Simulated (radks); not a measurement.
Effect of the nuclear size on neutral rhenium, [Xe] 4f14 5d5 6s2. Calculated with a radial shooting solver on a logarithmic mesh with Libxc functionals: Dirac Kohn-Sham, LDA (Slater exchange, Perdew-Wang correlation), spin-unpolarised, spherical densities, finite nucleus; open shells are shared between the two j in proportion to 2j + 1; Fermi nuclear charge, rms radius 5.3698 fm. The rms radius is varied about that value; shifts are against it.

rms radius (fm)  total energy shift (eV)  density at nucleus (e/bohr^3)  1s1/2 shift (meV)  2s1/2 shift (meV)  5p1/2 shift (meV)  6s1/2 shift (meV)  5d5/2 shift (meV)  6p1/2 (empty) shift (meV)
4.4193                             -21.2                      1.651e+06              -8570              -1220              0.641             -0.811              0.704                      0.259
5.1765                             -4.52                      1.561e+06              -1830               -260              0.137             -0.173              0.150                      0.055
5.3698                                 0                       1.54e+06              0.000              0.000              0.000              0.000              0.000                      0.000
5.8477                              11.6                      1.494e+06               4710                669             -0.351              0.445             -0.387                     -0.142
6.2397                              21.6                       1.46e+06               8760               1240             -0.653              0.828             -0.720                     -0.264

Slopes of the eigenvalues against <r^2> in GHz/fm^2, as finite differences over the two radii next to the reference (eigenvalue slopes, not the field-shift constants of lines): 1s1/2 214000, 2s1/2 30400, 5p1/2 -15.9, 6s1/2 20.2, 5d5/2 -17.6, 6p1/2 (empty) -6.45.
